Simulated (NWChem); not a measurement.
System: CH$_{3}$BrOSi, singlet; SMILES CO[Si]Br

The following NWChem deck was run.

```
start job
memory heap 200 mb stack 900 mb global 1100 mb
geometry units angstroms noautoz
  Si     1.228138    -0.601456    -0.000612
  Br    -0.175827     1.245240     0.000642
  O      0.163985    -1.883298    -0.000047
  C     -1.242785    -2.069111     0.001600
  H     -1.782438    -1.098161    -0.002151
  H     -1.532725    -2.654696    -0.895144
  H     -1.531859    -2.646933     0.903660
end
basis spherical
  * library sto-3g
end
dft
  xc xpbe96 cpbe96
  iterations 150
  mulliken
end
task dft energy
```

Parts of the log:

```
             Northwest Computational Chemistry Package (NWChem) 7.3.0
             --------------------------------------------------------

 C1  symmetry detected

                             Geometry "geometry" -> ""
                             -------------------------

 Output coordinates in angstroms (scale by  1.889725989 to convert to a.u.)

  No.       Tag          Charge          X              Y              Z
 ---- ---------------- ---------- -------------- -------------- --------------
    1 Si                  14.0000     1.21857539    -0.63804607     0.00008861
    2 Br                  35.0000    -0.15933713     1.22817001    -0.00002006
    3 O                    8.0000     0.13653894    -1.90482855    -0.00026086
    4 C                    6.0000    -1.27270098    -2.07088193     0.00011064
    5 H                    1.0000    -1.79867180    -1.09245480    -0.00417566
    6 H                    1.0000    -1.57001220    -2.65239161    -0.89687171
    7 H                    1.0000    -1.57067751    -2.64453909     0.90193199

 Effective nuclear repulsion energy (a.u.)     297.1790011001

  pbe96 is a nonlocal functional; adding pw91lda local functional.

                                 NWChem DFT Module
                                 -----------------

 Summary of "ao basis" -> "ao basis" (spherical)
 ------------------------------------------------------------------------------
       Tag                 Description            Shells   Functions and Types
 ---------------- ------------------------------  ------  ---------------------
 Si                          sto-3g                  5        9   3s2p
 Br                          sto-3g                  8       18   4s3p1d
 O                           sto-3g                  3        5   2s1p
 C                           sto-3g                  3        5   2s1p
 H                           sto-3g                  1        1   1s

            General Information
            -------------------
          SCF calculation type: DFT
          Wavefunction type:  closed shell.
          No. of atoms     :     7
          No. of electrons :    66
           Alpha electrons :    33
            Beta electrons :    33
          Charge           :     0
          Spin multiplicity:     1
          Use of symmetry is: off; symmetry adaption is: off
          Maximum number of iterations: 150
          AO basis - number of functions:    40
                     number of shells:    22
          Convergence on energy requested:  1.00D-06
          Convergence on density requested:  1.00D-05
          Convergence on gradient requested:  5.00D-04

              XC Information
              --------------
          PerdewBurkeErnzerhof Exchange Functional  1.000
            Perdew 1991 LDA Correlation Functional  1.000 local
           PerdewBurkeErnz. Correlation Functional  1.000 non-local

             Grid Information
             ----------------
          Grid used for XC integration:  medium
          Radial quadrature: Mura-Knowles
          Angular quadrature: Lebedev.
          Tag              B.-S. Rad. Rad. Pts. Rad. Cut. Ang. Pts.
          ---              ---------- --------- --------- ---------
          Si                  1.10       88          10.0       590
          Br                  1.15      112          11.0       590
          O                   0.60       49           8.0       434
          C                   0.70       49           9.0       434
          H                   0.35       45          10.0       434
          Grid pruning is: on
          Number of quadrature shells:   433
          Spatial weights used:  Erf1

      Superposition of Atomic Density Guess
      -------------------------------------

 Sum of atomic energies:       -2942.45231044

      Non-variational initial energy
      ------------------------------

 Total energy =   -2942.453756
 1-e energy   =   -4711.263577
 2-e energy   =    1471.630819
 HOMO         =      -0.120378
 LUMO         =       0.212115

     ---------------------------------------------
      Total Density - Mulliken Population Analysis
     ---------------------------------------------

    Atom       Charge   Shell Charges
 -----------   ------   -------------------------------------------------------
    1 Si  14    12.87   2.00  2.00  5.87  1.85  1.15
    2 Br  35    35.65   2.00  2.00  6.00  2.00  5.99  1.97  5.69 10.00
    3 O    8     8.78   2.00  1.82  4.96
    4 C    6     5.76   1.99  1.25  2.51
    5 H    1     0.98   0.98
    6 H    1     0.98   0.98
    7 H    1     0.98   0.98

   convergence    iter        energy       DeltaE   RMS-Dens  Diis-err
 ---------------- ----- ----------------- --------- --------- ---------
 d= 0,ls=0.0,diis     1  -2944.9037416365 -3.24D+03  7.95D-02  6.81D-01
 d= 0,ls=0.0,diis     2  -2943.8224482368  1.08D+00  6.40D-02  7.50D+00
 d= 0,ls=0.0,diis     3  -2944.9628534923 -1.14D+00  3.03D-02  3.95D-01
 d= 0,ls=0.0,diis     4  -2945.0509313795 -8.81D-02  8.64D-03  3.26D-02
 d= 0,ls=0.0,diis     5  -2945.0569039793 -5.97D-03  2.56D-03  6.78D-03
  Resetting Diis
 d= 0,ls=0.0,diis     6  -2945.0584151471 -1.51D-03  3.38D-04  8.95D-05
 d= 0,ls=0.0,diis     7  -2945.0584341543 -1.90D-05  2.97D-04  5.14D-06
 d= 0,ls=0.0,diis     8  -2945.0584279456  6.21D-06  1.86D-04  3.79D-05
 d= 0,ls=0.0,diis     9  -2945.0584354217 -7.48D-06  3.88D-05  5.94D-07
 d= 0,ls=0.0,diis    10  -2945.0584355779 -1.56D-07  9.09D-06  5.40D-08

         Total DFT energy =    -2945.058435577909
      One electron energy =    -4710.952927036536
           Coulomb energy =     1596.116749771269
    Exchange-Corr. energy =     -127.401259412766
 Nuclear repulsion energy =      297.179001100124

 Numeric. integr. density =       66.000008665439

                       DFT Final Molecular Orbital Analysis
                       ------------------------------------

 Vector   31  Occ=2.000000D+00  E=-1.240821D-01
              MO Center=  2.0D-01,  2.6D-01,  1.3D-04, r^2= 3.5D+00
   Bfn.  Coefficient  Atom+Function         Bfn.  Coefficient  Atom+Function
  ----- ------------  ---------------      ----- ------------  ---------------
    21      0.790574  2 Br py                31      0.365771  3 O  py
     6      0.359339  1 Si s                 17     -0.244981  2 Br py
     7      0.231746  1 Si px                29     -0.200352  3 O  s
    30     -0.193150  3 O  px                20      0.183334  2 Br px
    38     -0.127476  5 H  s                  2     -0.109669  1 Si s

 Vector   32  Occ=2.000000D+00  E=-1.200788D-01
              MO Center= -1.3D-01,  6.3D-01, -2.1D-04, r^2= 2.7D+00
   Bfn.  Coefficient  Atom+Function         Bfn.  Coefficient  Atom+Function
  ----- ------------  ---------------      ----- ------------  ---------------
    22      0.921118  2 Br pz                32     -0.419655  3 O  pz
    18     -0.285496  2 Br pz                39     -0.098947  6 H  s
    40      0.099400  7 H  s                 14      0.095505  2 Br pz
     9      0.051852  1 Si pz                37      0.035898  4 C  pz

 Vector   33  Occ=2.000000D+00  E=-1.045930D-01
              MO Center=  3.8D-01,  4.5D-01, -2.7D-05, r^2= 3.1D+00
   Bfn.  Coefficient  Atom+Function         Bfn.  Coefficient  Atom+Function
  ----- ------------  ---------------      ----- ------------  ---------------
    20      0.836404  2 Br px                 6     -0.520503  1 Si s
     7     -0.280026  1 Si px                16     -0.257573  2 Br px
    29      0.229868  3 O  s                 35     -0.163768  4 C  px
     2      0.151735  1 Si s                  8      0.127880  1 Si py
    30      0.120542  3 O  px                 3      0.109785  1 Si px

 Vector   34  Occ=0.000000D+00  E= 3.924819D-02
              MO Center=  9.4D-01, -7.3D-01,  1.5D-04, r^2= 2.1D+00
   Bfn.  Coefficient  Atom+Function         Bfn.  Coefficient  Atom+Function
  ----- ------------  ---------------      ----- ------------  ---------------
     9      0.943070  1 Si pz                32     -0.460975  3 O  pz
     5     -0.322504  1 Si pz                22     -0.304591  2 Br pz
    40      0.106754  7 H  s                 39     -0.106093  6 H  s
    18      0.089409  2 Br pz                37     -0.032558  4 C  pz
    14     -0.029855  2 Br pz

 Vector   35  Occ=0.000000D+00  E= 1.567713D-01
              MO Center=  6.7D-01, -3.8D-01,  4.3D-05, r^2= 2.8D+00
   Bfn.  Coefficient  Atom+Function         Bfn.  Coefficient  Atom+Function
  ----- ------------  ---------------      ----- ------------  ---------------
     8      0.895920  1 Si py                21      0.497318  2 Br py
    20     -0.436249  2 Br px                 7     -0.387831  1 Si px
    29      0.367051  3 O  s                 35     -0.354299  4 C  px
     4     -0.290997  1 Si py                19     -0.288947  2 Br s
    34     -0.213455  4 C  s                  6      0.203804  1 Si s

 Vector   36  Occ=0.000000D+00  E= 2.068751D-01
              MO Center=  2.7D-01, -1.1D+00, -4.3D-05, r^2= 2.4D+00
   Bfn.  Coefficient  Atom+Function         Bfn.  Coefficient  Atom+Function
  ----- ------------  ---------------      ----- ------------  ---------------
     7      0.836510  1 Si px                29      0.709273  3 O  s
    35     -0.550829  4 C  px                31      0.405447  3 O  py
     6     -0.357274  1 Si s                 21     -0.341548  2 Br py
     3     -0.263874  1 Si px                34     -0.258441  4 C  s
     8      0.252766  1 Si py                30     -0.242860  3 O  px

     ---------------------------------------------
      Total Density - Mulliken Population Analysis
     ---------------------------------------------

    Atom       Charge   Shell Charges
 -----------   ------   -------------------------------------------------------
    1 Si  14    13.57   2.00  2.00  5.86  1.86  1.85
    2 Br  35    35.27   2.00  2.00  6.00  2.00  5.98  1.98  5.31 10.00
    3 O    8     8.29   2.00  1.81  4.48
    4 C    6     6.15   1.99  1.21  2.94
    5 H    1     0.91   0.91
    6 H    1     0.91   0.91
    7 H    1     0.91   0.91

     -------------------------------------------
      Total Density - Lowdin Population Analysis
     -------------------------------------------

    Atom       Charge   Shell Charges
 -----------   ------   -------------------------------------------------------
    1 Si  14    13.67   2.00  1.99  5.80  1.85  2.03
    2 Br  35    35.24   2.00  2.00  6.00  2.00  5.98  1.95  5.31 10.00
    3 O    8     8.18   2.00  1.69  4.50
    4 C    6     6.06   1.98  1.06  3.01
    5 H    1     0.95   0.95
    6 H    1     0.95   0.95
    7 H    1     0.95   0.95

     Multipole analysis of the density
     ---------------------------------

     L   x y z        total         alpha         beta         nuclear
     -   - - -        -----         -----         ----         -------
     0   0 0 0     -0.000000    -33.000000    -33.000000     66.000000

     1   1 0 0     -0.060546     -0.030273     -0.030273     -0.000000
     1   0 1 0     -0.853404     -0.426702     -0.426702      0.000000
     1   0 0 1      0.000268      0.000134      0.000134      0.000000

     2   2 0 0    -28.026920    -84.921390    -84.921390    141.815860
     2   1 1 0      1.609730    -10.411184    -10.411184     22.432098
     2   1 0 1     -0.000349      0.000791      0.000791     -0.001930
     2   0 2 0    -30.032504   -244.410722   -244.410722    458.788940
     2   0 1 1     -0.000859      0.001055      0.001055     -0.002968
     2   0 0 2    -27.185647    -16.481598    -16.481598      5.777548
```

Level: PBE/STO-3G. Low-valent species are run as closed-shell singlets; no triplet was tried in these runs. Geometry: optimised at PBE-D3(BJ)/def2-SVP.
